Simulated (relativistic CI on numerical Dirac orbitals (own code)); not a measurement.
One change at a time: Cs23+

Base calculation: Dirac-Coulomb-Breit CI, KLI orbitals optimised for each configuration, a model potential for QED, unscaled Slater integrals.

CI space (outside the closed core [Ar] 3d10): 4s2.4p2, 4s.4p3, 4s2.4p.4d, 4p4, 4s.4p2.4d, 4s2.4p.4f, 4s.4p2.4f, 4p3.4d, 4s.4p.4d2, 4s2.4d.4f, 4p3.4f, 4s2.4p.5s, 4p3.5s, 4s2.4p.5p, 4p2.4d.4f, 4s.4p.4d.5s, 4s.4p.4f2, 4s.4p2.5s, 4s2.4p.5d, 4s2.4f.5s, 4s.4p2.5p, 4s2.4p.5f, 4s2.4p.5g, 4s.4p2.5d, 4s2.4p.6s, 4p2.4f.5s, 4s2.4p.6p, 4s2.4d2, 4s.4d3, 4s.4d2.4f, 4p2.4d2, 4p.4d3, 4p.4d2.4f, 4p.4d2.5s, 4s2.4f2, 4s.4d.4f2, 4s.4f3, 4p2.4f2, 4p.4d.4f2, 4p.4f3, 4p.4f2.5s, 4s.4p.4d.4f, 4s.4d.4f.5s, 4s2.4d.5s, 4s.4d2.5s, 4p2.4d.5s, 4p.4d.4f.5s, 4p.4d.5s2, 4s.4p.4f.5s, 4s.4f2.5s, 4s.4f.5s2, 4s2.5s2, 4s.4d.5s2. Double excitations out of closed p, d and f shells are left out; levels of such configurations are missing from the list, as are those of other unlisted configurations, and high levels can miss mixing partners. These lack a partner that the ground configuration has and come out too high: 4s.4p2.5p, 4s.4p2.5d, 4s2.4p.5p, 4s2.4p.5d, 4s2.4p.5f.

The lowest level and the first level of each name with at least 55 % of one term (blank where a level has no safe partner in the second run):

| Level | Base (cm⁻¹) | Shift (cm⁻¹) |
| --- | --- | --- |
| 4s2.4p2 3P_0 | 0 | 0 |
| 4s2.4p2 3P_1 | 126477 | +6 |
| 4s2.4p2 1S_0 | 340947 | -2 |
| 4s.4p3 5S°_2 | 533251 | +95 |
| 4s.4p3 3D°_2 | 660457 | +86 |
| 4s.4p3 3D°_3 | 697422 | +82 |
| 4s.4p3 3P°_0 | 742168 | +84 |
| 4s.4p3 3P°_1 | 759597 | +82 |
| 4s2.4p.4d 3F°_2 | 853043 | -22 |
| 4s2.4p.4d 3F°_3 | 914976 | -63 |
| 4s2.4p.4d 3F°_4 | 1025266 | -71 |
| 4s2.4p.4d 3P°_0 | 1061414 | -67 |
| 4s2.4p.4d 3D°_3 | 1069350 | -66 |
| 4s2.4p.4d 3P°_1 | 1074146 | -58 |

At this charge energies of transitions that change n are usually good to better than 1 %, and those within a shell (Δn = 0) to a few per cent.

Question: One thing was changed in a second run, which moved the levels as shown. Which?
A. QED terms removed
B. Breit term removed
C. non-relativistic limit
D. configuration mixing switched off
E. one mean potential for all configurations

Answer: E. One mean potential for all configurations. One potential for all configurations removes the relaxation of the orbitals, which moves whole configurations and changes the integrals a little.

LS names give the leading component of a level, which can be under half, so a name can repeat, a term be missing and a line seem to break the LS rules.
